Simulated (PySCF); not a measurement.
2-methylidene-3H-selenophene (C₅H₆Se), SMILES C=C1CC=C[Se]1.

Geometry optimised at PBE-D3(BJ)/def2-SVP. Other conformers were not sampled.

Calculation: PBE0/def2-TZVP run with PySCF.

Symmetry labels are those of the subgroup Cs that the program uses (full group Cs).

Computed valence orbital energies around the gap with their symmetry:
| orbital | symmetry | energy (eV) |
|---|---|---|
| HOMO−7 | A' | -12.21 |
| HOMO−6 | A' | -11.29 |
| HOMO−5 | A' | -11.01 |
| HOMO−4 | A' | -9.55 |
| HOMO−3 | A' | -8.97 |
| HOMO−2 | A" | -8.81 |
| HOMO−1 | A" | -8.05 |
| HOMO | A" | -5.66 |
| LUMO | A" | -0.29 |
| LUMO+1 | A' | -0.01 |
| LUMO+2 | A" | 0.26 |
| LUMO+3 | A' | 1.25 |
